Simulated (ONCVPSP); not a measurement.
## Scattering properties, ONCV potential for S (Z = 16)

ONCVPSP 4.0.1 input, shortened (lines: element, Z, core and valence counts, functional; n l f; lmax; l rc ep ncon nbas qcut; lloc lpopt rc5 dvloc0; l nproj debl; icmod fcfact rcfact), Wu-Cohen, scalar-relativistic:

```
  S 16.00    1    4  -118130      upf
    1    0    2.00
    2    0    2.00
    2    1    6.00
    3    0    2.00
    3    1    3.00
    1
    0    0.85    0.00    4    8   12.70
    1    0.65    0.00    4    8   21.40
    4    5    0.65    0.00
    0    2    2.50
    1    2    2.40
    3    4.00    1.00
```

The phase is arctan(r·R′/R) of the radial function R(r), unwrapped; energies in Ha, scanned from -10 to 5 Ha. A pole is an energy at which the radial function vanishes at the test radius. The pseudo phase is shifted by a multiple of π to meet the all-electron one at the reference energy, and phase errors are pseudo minus all-electron; the curves can meet again beyond the range given. Levels narrower than the energy grid can be missing from the lists of poles.

**Question.** For each channel, where are the poles, and over which energies does the pseudopotential scatter like the atom?

**Answer.**

```json
{"channel": "s", "radius (bohr)": "0.86", "reference energy (Ha)": "-1.01", "poles, all-electron": "-7.01", "poles, pseudo": "-7.01", "unbroken range about the reference energy with phases within 0.05 rad": "the whole range", "phase error 1 Ha above the reference energy (rad)": "+0.000"}
{"channel": "p", "radius (bohr)": "0.66", "reference energy (Ha)": "-0.62", "poles, all-electron": "-2.96", "poles, pseudo": "-2.96", "unbroken range about the reference energy with phases within 0.05 rad": "the whole range", "phase error 1 Ha above the reference energy (rad)": "+0.000"}
```

Phases in the p channel:

| E (Ha) | all-electron | pseudo |
| --- | --- | --- |
| -9.96 | 0.201 | 0.201 |
| -9.56 | 0.040 | 0.040 |
| -9.16 | -0.139 | -0.139 |
| -8.76 | -0.326 | -0.326 |
| -8.36 | -0.509 | -0.509 |
| -7.96 | -0.679 | -0.679 |
| -7.56 | -0.829 | -0.829 |
| -7.16 | -0.958 | -0.958 |
| -6.76 | -1.066 | -1.066 |
| -6.36 | -1.157 | -1.157 |
| -5.96 | -1.234 | -1.234 |
| -5.56 | -1.300 | -1.300 |
| -5.16 | -1.357 | -1.357 |
| -4.76 | -1.406 | -1.406 |
| -4.36 | -1.450 | -1.450 |
| -3.96 | -1.489 | -1.489 |
| -3.56 | -1.524 | -1.524 |
| -3.16 | -1.556 | -1.556 |
| -2.76 | -1.585 | -1.585 |
| -2.36 | -1.613 | -1.613 |
| -1.96 | -1.639 | -1.639 |
| -1.56 | -1.664 | -1.664 |
| -1.16 | -1.688 | -1.688 |
| -0.76 | -1.711 | -1.711 |
| -0.36 | -1.734 | -1.734 |
| 0.04 | -1.757 | -1.757 |
| 0.44 | -1.780 | -1.780 |
| 0.84 | -1.803 | -1.803 |
| 1.24 | -1.826 | -1.826 |
| 1.64 | -1.850 | -1.850 |
| 2.04 | -1.875 | -1.875 |
| 2.44 | -1.901 | -1.901 |
| 2.84 | -1.928 | -1.928 |
| 3.24 | -1.957 | -1.957 |
| 3.64 | -1.988 | -1.988 |
| 4.04 | -2.022 | -2.021 |
| 4.44 | -2.058 | -2.057 |
| 4.84 | -2.097 | -2.097 |
